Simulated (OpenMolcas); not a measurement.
Ni5+, Pd5+, Pt5+: d⁵ down the group

```
Program             : OpenMolcas 26.06
Method              : SS-CASPT2, IPEA 0.25 Eh, imaginary shift 0.1 Eh
Basis               : ANO-RCC-VQZP
Scalar Hamiltonian  : DKH2, point nucleus
Spin-orbit coupling : state interaction with AMFI integrals over the reference wave functions, term energies averaged over their components
```

Active space for each ion: 5 electrons in 10 orbitals (d d); closed shells correlated by CASPT2: Ni5+ 3s 3p; Pd5+ 4s 4p; Pt5+ 5s 5p.

Computed levels in cm-1 above ⁶S_5/2:

```json
{"Level": "⁴G_7/2", "Ni5+": "43270", "Pd5+": "29290", "Pt5+": "25380"}
{"Level": "⁴G_11/2", "Ni5+": "43340", "Pd5+": "29520", "Pt5+": "27150"}
{"Level": "⁴G_9/2", "Ni5+": "43340", "Pd5+": "29630", "Pt5+": "28380"}
{"Level": "⁴P_1/2", "Ni5+": "48020", "Pd5+": "33510", "Pt5+": "30250"}
{"Level": "⁴D_7/2", "Ni5+": "51830", "Pd5+": "35060", "Pt5+": "34290"}
{"Level": "⁴D_1/2", "Ni5+": "52020", "Pd5+": "36610", "Pt5+": "39510"}
{"Level": "²I_11/2", "Ni5+": "63080", "Pd5+": "42680", "Pt5+": "40170"}
{"Level": "²I_13/2", "Ni5+": "63300", "Pd5+": "43740", "Pt5+": "44500"}
{"Level": "²F_7/2(1)", "Ni5+": "69750", "Pd5+": "50570", "Pt5+": "57530"}
{"Level": "weight of ⁶S in the lowest level (%)", "Ni5+": "100", "Pd5+": "98", "Pt5+": "82"}
```

Mixed levels, with the weight of the term that names them: Pd5+ ⁴P_1/2 (68 %), Pd5+ ⁴D_1/2 (68 %), Pd5+ ²F_7/2(1) (59 %), Pt5+ ⁴G_7/2 (61 %), Pt5+ ⁴G_11/2 (75 %), Pt5+ ⁴P_1/2 (59 %), Pt5+ ⁴D_7/2 (61 %), Pt5+ ⁴D_1/2 (66 %), Pt5+ ²I_11/2 (71 %), Pt5+ ²F_7/2(1) (62 %).

Measured, with the error of the calculation in %. Measured levels: Ni5+ from Corliss and Sugar, J. Phys. Chem. Ref. Data 10, 197 (1981).

```json
{"Level": "⁴G_11/2", "Ni5+": "41921 (+3.4)"}
{"Level": "⁴P_1/2", "Ni5+": "46325 (+3.7)"}
{"Level": "⁴D_7/2", "Ni5+": "50331 (+3.0)"}
{"Level": "²I_11/2", "Ni5+": "61196 (+3.1)"}
{"Level": "²I_13/2", "Ni5+": "61280 (+3.3)"}
{"Level": "²F_7/2(1)", "Ni5+": "67085 (+4.0)"}
```

Without spin-orbit coupling ⁴G lies 43300, 29430, 26530 cm-1 above ⁶S in that order; the difference to the level ⁴G_7/2, of either sign, comes from spin-orbit coupling, which also lowers the zero.

Term energies are means over components that CASPT2 splits; among the terms shown or strongly mixed into the levels shown the widest spread is 200 cm-1 (4d⁵ ⁴F, Pd5+). Active for correlation alone: 4d; no level in the range computed is led by a configuration that fills it, so any true level of that kind is missing (holds for Ni5+). Active for correlation alone: 5d; no level in the range computed is led by a configuration that fills it, so any true level of that kind is missing (holds for Pd5+). Active for correlation alone: 6d; no level in the range computed is led by a configuration that fills it, so any true level of that kind is missing (holds for Pt5+). Measured partners are found by configuration, term and J. A level has none where our copy of the source lacks it or the pairing is in doubt (some pairs that miss far off the trend of their configuration count as doubtful), and it then counts in no deviation. Levels of configurations outside the active space are missing.

A number in round brackets counts repeated terms of one configuration in the order of the reference energies.
